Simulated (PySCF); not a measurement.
CH₅ClO₂Si. Atoms are numbered in the order given.

```xyz
10

Si     0.5644    -0.2375    -0.3218
O      1.7718    -0.9328     0.5495
Cl     0.1088     1.6688     0.3879
O     -0.7952    -1.1542    -0.1712
C     -2.1224    -0.8127    -0.5119
H      1.0545    -0.1090    -1.7057
H      1.5811    -1.1709     1.4653
H     -2.2678    -0.8066    -1.6071
H     -2.7988    -1.5652    -0.0791
H     -2.3989     0.1801    -0.1171
```
Charge 0, spin multiplicity 1.

Geometry optimised at B3LYP-D3(BJ)/def2-SVP. This is a generated structure with no PubChem entry under its InChIKey; it may be hypothetical. One conformer was computed; it need not be the lowest.

Method: PySCF with ωB97X/def2-TZVP.

Atomic charges (e):

```csv
atom,IAO,Löwdin
Si1,1.37,-0.25
O2,-0.79,-0.11
Cl3,-0.36,0.19
O4,-0.66,0.06
C5,-0.18,-0.36
H6,-0.17,-0.04
H7,0.38,0.19
H8,0.13,0.11
H9,0.15,0.11
H10,0.13,0.10
```

Task: Give the Mayer and Wiberg (Löwdin basis) orders of the bonds. (The exact figures need the calculation; the answer reports its results.)

Result: 
```csv
bond,Mayer,Wiberg
Si1–O2,1.24,1.71
Si1–Cl3,1.12,1.75
Si1–O4,1.19,1.59
O4–C5,0.92,1.51
Si1–H6,0.96,0.92
O2–H7,0.87,1.01
C5–H8,0.98,0.94
C5–H9,0.98,0.94
C5–H10,0.97,0.94
```
